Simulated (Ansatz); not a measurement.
A run of Ansatz (development build ahead of 0.2.0) on singlet AlCl₄(-) at this shape:

```json
{"atom": "Al", "x (Å)": "-0.0487", "y (Å)": "-0.0071", "z (Å)": "-0.0089"}
{"atom": "Cl", "x (Å)": "1.2104", "y (Å)": "1.2526", "z (Å)": "1.2165"}
{"atom": "Cl", "x (Å)": "1.2018", "y (Å)": "-1.2663", "z (Å)": "-1.2481"}
{"atom": "Cl", "x (Å)": "-1.2303", "y (Å)": "1.2710", "z (Å)": "-1.2078"}
{"atom": "Cl", "x (Å)": "-1.2438", "y (Å)": "-1.2684", "z (Å)": "1.2029"}
```

Its results:

```json
{
  "Converged": "yes",
  "Reference energy": "-2057.71319 hartree",
  "Correlation energy": "-0.02919 hartree",
  "Total energy": "-2057.74237 hartree",
  "Spin squared of the determinant": "0.000"
}
```

Task: Which input gives this output? Name the method, the orbitals and the basis set, and write the input.

Result: RHF-MP2 in STO-3G. An unrestricted run that stays on the closed shell gives the same numbers.

```yaml
crystal:
  periodic: [false, false, false]
  atoms:
    - { symbol: Al, position_ang: [-0.04869, -0.0071, -0.00887] }
    - { symbol: Cl, position_ang: [1.21035, 1.25258, 1.21654] }
    - { symbol: Cl, position_ang: [1.20182, -1.26632, -1.24807] }
    - { symbol: Cl, position_ang: [-1.23033, 1.27104, -1.20778] }
    - { symbol: Cl, position_ang: [-1.24377, -1.26835, 1.20288] }
basis:
  gaussian: { orbitals: STO-3G }
total_charge: -1
hamiltonian:
  xc: hf
correlation:
  method: mp2
  frozen_orbitals: { Al: 5, Cl: 5 }
```

Caution: no diffuse functions for an anion.
